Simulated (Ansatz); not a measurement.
`[SiH3]C[CH2][GeH3]` + `FCS` → `FCSC[SiH3]` + `[CH3][GeH3]`  (substitution at a C–C bond)

Program: Ansatz. Geometries: PBE0-D4/def2-TZVP. ΔE: electronic, gas phase. CCSD(T)/CBS is the MP2 limit (def2-TZVPP, def2-QZVPP) plus CCSD(T) − MP2 in def2-TZVPP, frozen cores. DFT in def2-TZVPP. For Ge outer-core shells are correlated without core-valence functions, which leaves a few kJ/mol of doubt a bond. Scalar relativity is left out up to krypton. Each species was taken in one conformer, which may not be the lowest.

`[SiH3]C[CH2][GeH3]`:

```xyz
14

Si    2.053   -0.804   -0.696
C     0.414    0.115   -0.648
C    -0.368   -0.142    0.641
Ge   -2.078    0.818    0.702
H     1.817   -2.270   -0.583
H     2.789   -0.536   -1.962
H     2.905   -0.381    0.449
H    -0.173   -0.183   -1.524
H     0.616    1.184   -0.772
H     0.216    0.158    1.516
H    -0.578   -1.209    0.762
H    -2.955    0.386   -0.489
H    -1.822    2.333    0.593
H    -2.836    0.532    2.011
```

`FCS`:

Z-matrix (Å, degrees):
```
C
S 1 1.789
F 1 1.375 2 113.1
H 1 1.090 2 110.8 3 121.5
H 1 1.092 2 106.3 3 -118.9
H 2 1.342 1 96.6 3 -76.4
```

`FCSC[SiH3]`:

Cartesian coordinates in Å:
```
F -1.632 -2.145 -0.168
C -0.287 -1.923 0.056
S 0.466 -0.935 -1.215
C -0.263 0.683 -0.843
Si 0.609 1.531 0.592
H -0.192 -1.445 1.033
H 0.231 -2.884 0.052
H -0.138 1.280 -1.750
H -1.338 0.565 -0.692
H 0.596 0.655 1.792
H 2.016 1.806 0.208
H -0.069 2.812 0.935
```

`[CH3][GeH3]`:

```xyz
8

C    -0.758    0.634    0.310
Ge    0.671   -0.561   -0.275
H    -0.750    0.730    1.396
H    -0.626    1.624   -0.128
H    -1.728    0.243    0.002
H     2.042   -0.014    0.163
H     0.665   -0.695   -1.808
H     0.485   -1.961    0.339
```

```tsv
level	ΔE (kJ/mol)
r2SCAN-D4	-13.8
MP2/CBS(def2)	-12.0
```

What does CCSD(T)/CBS give? (Estimate.)

The calculation gave: -9.7 kJ/mol. The listed levels differ from it by -4.1, -2.3 kJ/mol.

Largest T1 diagnostic among the species: 0.012.
